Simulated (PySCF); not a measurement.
PySCF job for CAlCl2F3, SMILES F[C](F)([Al]([Cl])[Cl])F, KT2/pcSseg-1. Coordinates come from a PBE0-D3(BJ)/def2-SVP optimisation. The structure was generated by enumeration; whether it is a known compound was not checked.

```python
import numpy as np
from pyscf import gto, scf, dft
from pyscf.prop.nmr import rks as nmr

mol = gto.M(
    atom='''
    Al   -0.07893525    0.13325995    0.54221401
    C     0.14654808   -0.34142349   -1.39778111
    F    -0.70866733    0.30463886   -2.20206418
    F    -0.02154701   -1.65519005   -1.61885348
    F     1.38940267   -0.02965657   -1.81401607
    Cl   -1.15848316    1.82522912    1.08535878
    Cl    0.81814050   -1.07593316    1.97654168
    ''',
    basis='pcSseg-1',
    charge=0,
    spin=0,
    max_memory=1600,
    verbose=3,
)
mf = dft.RKS(mol, xc='kt2')
mf.grids.level = 3
mf.conv_tol = 1e-10
mf.max_cycle = 100
mf.kernel()
n = nmr.NMR(mf)
n.verbose = 2
n.max_cycle_cphf = 60
sigma = n.kernel()
print('atom   isotropic/ppm   span/ppm')
for i, s in enumerate(sigma):
    w = np.linalg.eigvalsh((s + s.T) / 2)
    print(f'{mol.atom_symbol(i):2s}{i + 1:3d} {w.mean():14.3f} {w[2] - w[0]:11.3f}')
```

It prints:

```
converged SCF energy = -1514.09490975094
atom   isotropic/ppm   span/ppm
Al  1        411.581      79.580
C   2         50.262       3.981
F   3        214.737     204.298
F   4        214.413     205.156
F   5        214.141     210.161
Cl  6        880.284     302.603
Cl  7        879.790     298.028
```

Self-consistency was reached.

Cost: roughly 30 core-seconds.
